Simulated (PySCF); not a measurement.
A species of formula C4H7NSi has this rotational fingerprint, computed with PySCF 2.14.0, PBE0-D3(BJ)/def2-SVP geometry optimisation, gas phase:

- Rotational constants: A = 3834, B = 2090, C = 1478 MHz
- Dipole components: |μa| = 0.35 D, |μb| = 0.14 D, |μc| = 0.73 D
- Inertial defect: -31.61 u·Å²
- κ: -0.48

Problem. Which structure is it? (One computed conformer of each.)
A. `[SiH3]N1C=CC=C1`
B. `[N:1]#[C:2][SiH:3]1[CH2:4][CH2:5][CH2:6]1` with C2–Si3–C4–C5 -133°, Si3–C4–C5–C6 21°, C4–C5–C6–Si3 -21°, C2–Si3–C6–C5 133°
C. `[CH:1]#[C:2][Si@@H:3]([CH3:4])[N:5]=[CH2:6]` with C2–Si3–N5–C6 118°
D. `[N:1]#[C:2][SiH2:3][CH:4]1[CH2:5][CH2:6]1` with C2–Si3–C4–C5 38°

Solution. C. It is C#C[Si@@H](C)N=C, an asymmetric top, point group C1. The candidates at the same level (rigid rotor, commonest isotopes):

| SMILES | A (MHz) | B (MHz) | C (MHz) | μa (D) | μb (D) | μc (D) | Δ (u·Å²) | point group | rotor |
| --- | --- | --- | --- | --- | --- | --- | --- | --- | --- |
| N#C[SiH2]C1CC1 | 4404 | 2141 | 1655 | 3.15 | 2.04 | 0.02 | -45.46 | near Cs | asymmetric top |
| N#C[SiH]1CCC1 | 6974 | 1751 | 1617 | 3.77 | 0.00 | 0.64 | -48.51 | Cs | near-prolate asymmetric top |
| C#C[Si@@H](C)N=C | 3834 | 2090 | 1478 | 0.35 | 0.14 | 0.73 | -31.61 | C1 | asymmetric top |
| [SiH3]n1cccc1 | 8281 | 2075 | 1693 | 1.41 | 0.00 | 0.01 | -6.12 | – | asymmetric top |

`N#C[SiH2]C1CC1` has A 15 % too high; `[SiH3]n1cccc1` has A 116 % too high; `N#C[SiH]1CCC1` has A 82 % too high. No structure here is proved a minimum.
